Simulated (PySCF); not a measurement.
# Fluorine: a sound run and one with changed settings

Sound run: F²⁺ [He] 2s2 2p3, F³⁺ [He] 2s2 2p2. Computed with PySCF 2.14 in 6-31G* (3s2p1d, 14 functions), with no relativity, point nucleus. In the sound run the correlated levels freeze 1s2. The sound run starts from symmetry-adapted Hartree-Fock orbitals and uses a fine grid where one is needed.

A second run was set up differently.

| species | method | sound run (hartree) | changed run (hartree) | converged |
| --- | --- | --- | --- | --- |
| F²⁺ | UHF | -97.55968 | -96.22428 | yes |
| F²⁺ | MN15 | -97.68958 | -95.98031 | yes |
| F²⁺ | M06-L | -97.76915 | -96.40024 | yes |
| F²⁺ | MP2 | -97.60590 | -96.22428 | yes |
| F³⁺ | UHF | -95.27054 | -93.82001 | yes |
| F³⁺ | MN15 | -95.37469 | -93.56997 | yes |
| F³⁺ | M06-L | -95.45461 | -93.95770 | yes |
| F³⁺ | MP2 | -95.31032 | -93.83276 | yes |
| F³⁺ | CCSD(T) | -95.33152 | -93.84293 | yes |

Ionisation energy of F²⁺:

```csv
method,sound run (eV),changed run (eV)
UHF,62.291,65.423
MN15,62.991,65.589
M06-L,62.982,66.465
MP2,62.466,65.076
SCS-MP2,62.331,65.007
```

Problem. What was changed?
A. all electrons correlated in a valence basis
B. minimal basis
C. angular grid far too coarse
D. level shift left on

Solution. B. It used basis STO-3G. A minimal basis cannot let orbitals breathe on ionisation and holds almost no correlation.
